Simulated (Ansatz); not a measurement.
**Which is lower?**

The two ends of one reaction step of BSiH$_{4}$SF, singlet (PBE0-D4/def2-TZVP).

A:

```json
{"atom": "B1", "x (Å)": "-1.2879", "y (Å)": "1.8559", "z (Å)": "0.0449"}
{"atom": "Si2", "x (Å)": "0.7467", "y (Å)": "-1.1337", "z (Å)": "0.0235"}
{"atom": "S3", "x (Å)": "-0.5397", "y (Å)": "2.3189", "z (Å)": "-1.3039"}
{"atom": "H4", "x (Å)": "-0.7056", "y (Å)": "-1.2018", "z (Å)": "-0.2838"}
{"atom": "F5", "x (Å)": "-1.8871", "y (Å)": "1.4977", "z (Å)": "1.1143"}
{"atom": "H6", "x (Å)": "1.1863", "y (Å)": "-2.4376", "z (Å)": "0.5831"}
{"atom": "H7", "x (Å)": "1.5086", "y (Å)": "-0.8308", "z (Å)": "-1.2114"}
{"atom": "H8", "x (Å)": "0.9788", "y (Å)": "-0.0687", "z (Å)": "1.0334"}
```

B:

```
8
angstrom
B -0.7260 0.7099 0.2914
Si 0.6337 -0.7949 0.3670
S -1.1596 1.6059 -1.2085
H -0.3290 0.9265 -2.0138
F -1.3595 1.0899 1.3963
H -0.0083 -2.0476 0.8508
H 1.2089 -1.0441 -0.9830
H 1.7397 -0.4455 1.2998
```

Program: Ansatz 0.2.0. Basis: def2-TZVPP. Cores are frozen in the correlated methods. B3LYP uses VWN-RPA correlation.

Question: Which structure is lower at CCSD(T), and by how much? (An estimate is asked for; the value comes from the calculation.)

Answer: By the calculation: B, by 0.478 eV (electronic energy, against the other). By their contacts, A is a complex of SiH₄ + BSF and B is BSiH₄SF ([F][B]([SiH3])[SH]).

All methods give the same order:

| method | E(B) − E(A) (eV) |
| --- | --- |
| SPW92 | -0.849 |
| PBE-D4 | -0.628 |
| BLYP-D4 | -0.413 |
| r2SCAN-D4 | -0.562 |
| B97M-V | -0.450 |
| PBE0-D4 | -0.675 |
| B3LYP-D4 | -0.478 |
| r2SCAN0-D4 | -0.609 |
| BHLYP-D4 | -0.535 |
| CAM-B3LYP-D4 | -0.543 |
| wB97X-V | -0.630 |
| wB97M-V | -0.507 |
| B2PLYP | -0.430 |
| PBE-QIDH | -0.617 |
| RPA on PBE | -0.439 |
| HF | -0.372 |
| MP2 | -0.401 |
| CCSD | -0.494 |
| CCSD(T) | -0.478 |

T1 diagnostic: at most 0.015.

Labels in which every atom is bracketed show which atoms are joined, not bond orders.

For scale, one of the runs: CCSD(T)/def2-TZVPP, 202 basis functions, launched by `ansatz run in.yaml --threads 4 --pin off --events-out ev --progress --plain --max-ram 9574MiB`. The run took 34 s on 4 CPU threads of an Arm Neoverse V2 (shared host), with 2.4 GiB of host memory at its peak.
